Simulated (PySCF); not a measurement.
BePb at PBE

Computed with PBE; basis Be def2-SVPD, Pb def2-SVPD with ECP60; scalar-relativistic core potentials; PySCF 2.14.

| Property | Result |
| --- | --- |
| state | ³Σ⁻ (triplet), unpaired electrons π ↑↑ |
| bond length | 2.424 Å |
| harmonic wavenumber | 426 cm⁻¹ |
| force constant | 0.922 mdyn/Å |
| rotational constant Be | 0.3321 cm⁻¹ |
| anharmonicity ωexe | 3.49 cm⁻¹ |
| vibration–rotation constant αe | 0.00341 cm⁻¹ |
| well depth De to Be + Pb | 1.34 eV |
| dissociation energy D0 | 1.32 eV |
| bond order (Mayer) | 1.66 |
| dipole moment (positive dipole means Be(−)Pb(+)) | -0.49 D |

Spin–orbit coupling is left out, which matters for elements this heavy, above all for dissociation energies. The state is the lowest determinant that a PBE0 search found; another state may lie lower at other levels.
